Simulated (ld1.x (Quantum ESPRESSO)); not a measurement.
# Ir (Z = 77): one change to a TM potential, before and after

```
Element                 : iridium
Generator               : ld1.x (Quantum ESPRESSO) 7.5
Type                    : norm-conserving Troullier–Martins (Kleinman–Bylander form)
Functional              : PBE
Relativity              : scalar-relativistic
Frozen core             : [Xe] 4f14
Valence charge          : 9
Reference configuration : 5d7 6s0 6p0 (charge +2)
Partial waves           : 6s (bound, empty): rc 1.80 bohr; 6p (bound, empty): rc 2.55 bohr; 5d (bound): rc 1.30 bohr
Local potential         : all-electron potential smoothed inside 1.20 bohr (lloc = -1)
Core correction         : a·sin(br)/r model core inside 1.00 bohr
```

Change: core correction a·sin(br)/r model core inside 1.42 bohr.

Cutoffs: the cutoffs (Ry, on a coarse ladder) from which the occupation-weighted sum of valence levels, in a spherical-Bessel basis at the reference potential, stays within 10 and 1 mRy of its value at 400 Ry; they do not see the model core or the augmentation charge, which bear on the density cutoff. Errors are all-electron minus pseudo energies relative to the spin-unpolarised reference configuration.

Question: Predict the effect on cutoff, ghosts and configuration errors.

Answer: The potential gets neither clearly harder nor softer (40 Ry and 70 Ry → 40 Ry and 70 Ry); both files keep a bound ghost (p, s); of the 7 tests that both files solve, the error grows in 3 and shrinks in 0 by more than 15 % and 0.3 meV (median size 2.9 → 4.3 meV). A wider model core is smoother and lowers the density cutoff, which this test does not measure.

| quantity | base | changed |
| --- | --- | --- |
| cutoff, loose | 40 Ry | 40 Ry |
| cutoff, tight | 70 Ry | 70 Ry |
| bound ghosts | s, p | s, p |
| error for 5d7 6s2 6p0, meV [ΔE -27.35 eV] | +4.2 | +6.3 |
| error for 5d7 6s1 6p0, meV [ΔE -17.47 eV] | +2.1 | +2.7 |
| error for 5d6 6s0 6p0, meV [ΔE 30.54 eV] | -81 | -81 |
| error for 5d7 6s0 6p1, meV [ΔE -11.00 eV] | +0.1 | +0.2 |
| error for 5d8 6s1 6p0, meV [ΔE -27.68 eV] | +1.9 | +2.0 |
| error for 5d7 6s1.5 6p0, meV [ΔE -23.31 eV] | +2.9 | +4.3 |
| error for 5d6 6s2 6p1, meV [ΔE -20.19 eV] | -103 | -99 |
| s: phases at 2.75 bohr within 0.05 rad from the reference energy up to (Ry; the scan ends near 5) | -0.7 | -0.7 |
| p: phases at 2.75 bohr within 0.05 rad from the reference energy up to (Ry; the scan ends near 5) | 0.5 | 0.5 |
| d: phases at 2.75 bohr within 0.05 rad from the reference energy up to (Ry; the scan ends near 5) | 1.0 | 1.0 |

 A true bound ghost makes a file unfit for plane-wave use even where its test errors are small: the radial tests pick states by their node count and pass the ghost by.
